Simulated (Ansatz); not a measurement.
`N=C(Cl)C=O` and `N=[C](Cl)[AlH][F]` differ in one atom or group.

Ansatz, PBE0-D4/def2-TZVP geometries, multiplicity 1. Each molecule was computed in one conformer, which needn't be the lowest.

```tsv
property	`N=C(Cl)C=O`
HOMO energy (B3LYP/def2-TZVPP) / eV	-8.06
LUMO energy (PBE/def2-TZVPP) / eV	-3.72
HOMO–LUMO gap (PBE0/def2-TZVPP) / eV	5.63
HOMO energy (PBE0/def2-TZVPP) / eV	-8.30
size of the dipole moment (PBE/def2-TZVPP) / D	1.90
LUMO energy (ωB97M-V/def2-TZVPP) / eV	-0.35
```

**Question.** What does the change do to each property? (Estimate.)

**Answer.** Computed: 
```csv
property,`N=[C](Cl)[AlH][F]`,shift
HOMO energy (B3LYP/def2-TZVPP) / eV,-7.93,0.13
LUMO energy (PBE/def2-TZVPP) / eV,-2.96,0.76
HOMO–LUMO gap (PBE0/def2-TZVPP) / eV,6.07,0.44
HOMO energy (PBE0/def2-TZVPP) / eV,-8.16,0.14
size of the dipole moment (PBE/def2-TZVPP) / D,1.15,-0.75
LUMO energy (ωB97M-V/def2-TZVPP) / eV,-0.21,0.14
```

With PBE0 the HOMO rises by 0.14 eV and the LUMO rises by 0.59 eV, so the gap widens by about 0.45 eV. PBE moves the HOMO by -0.12 eV and ωB97M-V by 0.32 eV. Dipoles are sizes alone; their direction can turn.

B3LYP here is the variant with VWN-RPA as its local correlation; programs differ in this.
